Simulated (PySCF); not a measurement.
First-order multiplets

Numbering as in the mapped SMILES `[CH2:1]=[CH:2][C:3]1=[CH:4][C@@H:5]2[C:6]([C:7](=[CH2:8])[CH3:9])=[CH:10][C@H:11]12` (H(Xn): hydrogen on atom n). Ha(C1) is cis to C3; Ha(C8) is cis to C6; Hb(C1) is trans to C3; Hb(C8) is trans to C6.

Level of theory: B3LYP/pcJ-1 coupling constants (without the spin–dipole term), PBE0-D3(BJ)/def2-SVP geometry, CAM-B3LYP/pcSseg-1 with gauge-including orbitals, in PySCF 2.14.0 with density-fitted response routines (isolated molecule, non-relativistic Hamiltonian, rapidly exchanging positions averaged, single conformer).

Chemical shifts δ = σref − σ; TMS for ¹H and ¹³C, all at this level.

Spectrometer: 600 MHz for ¹H. First-order analysis; couplings under 1 Hz (under 4 Hz in carbon signals) are ignored, and nearly equal couplings are merged; the smaller ones broaden or split the lines further.

**Question.** What pattern does Hb(C1) show (¹H)?

**Answer.** A doublet of quartets at δ 5.33: 11.7 Hz to H(C2) (1 × ¹H, 3 bonds away), 1.4 Hz to Ha(C1) and H(C5) and H(C4) (3 × ¹H, 2 or 5 or 6 bonds away). Lines in Hz from the centre (relative intensity): +8.0 (1), +6.5 (3), +5.2 (3), +3.8 (1), -3.8 (1), -5.2 (3), -6.5 (3), -8.0 (1). The outer lines are 15.9 Hz apart, the sum of the couplings kept, or 0.026 ppm at this field.

**Question.** What pattern does Hb(C8) show (¹H)?

**Answer.** A quintet of doublets at δ 5.16: 2.1 Hz to Ha(C8) and H(C9) (4 × ¹H, 2 or 4 bonds away), 1.3 Hz to H(C11) (1 × ¹H, 6 bonds away). Lines in Hz from the centre (relative intensity): +4.8 (1), +3.5 (1), +2.8 (4), +1.4 (4), +0.7 (6), -0.7 (6), -1.4 (4), -2.8 (4), -3.5 (1), -4.8 (1). The outer lines are 9.7 Hz apart, the sum of the couplings kept, or 0.016 ppm at this field.

**Question.** What pattern does C3 show in the proton-coupled ¹³C spectrum?

**Answer.** A doublet of doublets of quartets at δ 167.8: 14.7 Hz to Hb(C1) (1 × ¹H, 3 bonds away), 9.7 Hz to Ha(C1) (1 × ¹H, 3 bonds away), 4.8 Hz to H(C5) and H(C2) and H(C11) (3 × ¹H, 2 or 3 bonds away). Lines in Hz from the centre (relative intensity): +19.4 (1), +14.6 (3), +9.8 (3), +9.7 (1), +5.0 (1), +4.9 (3), +4.7 (1), +0.1 (3), -0.1 (3), -4.7 (1), -4.9 (3), -5.0 (1), -9.7 (1), -9.8 (3), -14.6 (3), -19.4 (1). The outer lines are 38.8 Hz apart, the sum of the couplings kept, or 0.257 ppm at this field.

**Question.** What pattern does Ha(C1) show (¹H)?

**Answer.** A doublet of quartets at δ 5.53: 18.5 Hz to H(C2) (1 × ¹H, 3 bonds away), 1.4 Hz to Hb(C1) and H(C5) and H(C4) (3 × ¹H, 2 or 5 or 6 bonds away). Lines in Hz from the centre (relative intensity): +11.3 (1), +9.9 (3), +8.6 (3), +7.2 (1), -7.2 (1), -8.6 (3), -9.9 (3), -11.3 (1). The outer lines are 22.7 Hz apart, the sum of the couplings kept, or 0.038 ppm at this field.

Unscaled 3J(H,H) at this level run about 10 % above measured values.
